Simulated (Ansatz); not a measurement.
The same path of CH3ClOSi (7 atoms, charge 0, multiplicity 1) was run 3 times with different band settings. Lost on the way: C2–O3, C2–H5. Made: O3–H5.

Theory: UKS PBE0-D4/def2-SVP in Ansatz 0.2.0.

Relaxed end points:

```xyz
7
Properties=species:S:1:pos:R:3
Cl -0.702 -1.712 1.373
C 0.385 -0.690 0.411
O 0.149 -0.720 -0.982
Si -0.219 0.837 -0.390
H 1.422 -0.900 0.702
H -1.653 1.195 -0.308
H 0.680 1.923 -0.851
```

```xyz
7
Properties=species:S:1:pos:R:3
Cl -0.521 -1.600 2.036
C -0.716 -0.063 1.408
O 0.609 -0.623 -1.226
Si -0.152 0.513 -0.277
H 1.488 -0.907 -0.961
H -1.375 0.920 -1.018
H 0.728 1.692 -0.007
```

Common settings: climbing image yes; spring 5.0 eV/Å²; optimiser quadratic models (default); start path through a guess of the saddle point; end points relaxed.

| run | movable images | force threshold | iteration limit |
| --- | --- | --- | --- |
| 1 | 9 | 0.05 eV/Å | 46 |
| 2 | 9 | 0.2 eV/Å | 48 |
| 3 | 3 | 0.05 eV/Å | 60 |

Task: What does each run give, and how far can it be trusted?

Result: Run 1: converged after 16 iterations, highest image 2.753 eV above the first end. A vibrational analysis at the climbing image gives one clearly imaginary mode, 1408i cm⁻¹: a first-order saddle point.
Run 2: converged after 14 iterations, highest image 2.754 eV above the first end. The threshold of 0.2 eV/Å is loose, so the images may lie well off the minimum-energy path. Another band between the same ends (9 images) ends at a top of the same energy, where a vibrational analysis finds 1 clearly imaginary mode.
Run 3: converged after 15 iterations, highest image 2.753 eV above the first end. Neighbouring images differ by up to 1.7 eV, so the band resolves the path poorly. Another band between the same ends (9 images) ends at a top of the same energy, where a vibrational analysis finds 1 clearly imaginary mode. So few images can step over the top or miss a turn of the path.
The orbitals stay closed-shell, which can raise the energy where a bond breaks towards radicals; this wasn't checked here.
